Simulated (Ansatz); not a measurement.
Start from `[CH3][Al]([SiH3])[O][SiH3]` and change one atom or group to get `[CH3][AlH][O][SiH3]`.

Ansatz, PBE0-D4/def2-TZVP geometries, multiplicity 1. Each molecule was computed in one conformer, which needn't be the lowest.

```
                                        property  `[CH3][Al]([SiH3])[O][SiH3]`
size of the dipole moment (B3LYP/def2-TZVPP) / D                          1.16
           HOMO energy (ωB97M-V/def2-TZVPP) / eV                         -9.37
               LUMO energy (PBE/def2-TZVPP) / eV                         -2.01
              LUMO energy (PBE0/def2-TZVPP) / eV                         -1.25
               HOMO energy (PBE/def2-TZVPP) / eV                         -6.22
         HOMO–LUMO gap (ωB97M-V/def2-TZVPP) / eV                          9.75
```

**Question.** What does the change do to each property? (Estimate.)

**Answer.** Computed: 
```csv
property,`[CH3][AlH][O][SiH3]`,shift
size of the dipole moment (B3LYP/def2-TZVPP) / D,1.10,-0.06
HOMO energy (ωB97M-V/def2-TZVPP) / eV,-10.16,-0.79
LUMO energy (PBE/def2-TZVPP) / eV,-1.48,0.53
LUMO energy (PBE0/def2-TZVPP) / eV,-0.69,0.56
HOMO energy (PBE/def2-TZVPP) / eV,-6.62,-0.40
HOMO–LUMO gap (ωB97M-V/def2-TZVPP) / eV,11.02,1.27
```

With PBE0 the HOMO falls by 0.59 eV and the LUMO rises by 0.56 eV, so the gap widens by about 1.15 eV. PBE moves the HOMO by -0.40 eV and ωB97M-V by -0.79 eV. Dipoles are sizes alone; their direction can turn.

B3LYP here is the variant with VWN-RPA as its local correlation; programs differ in this.
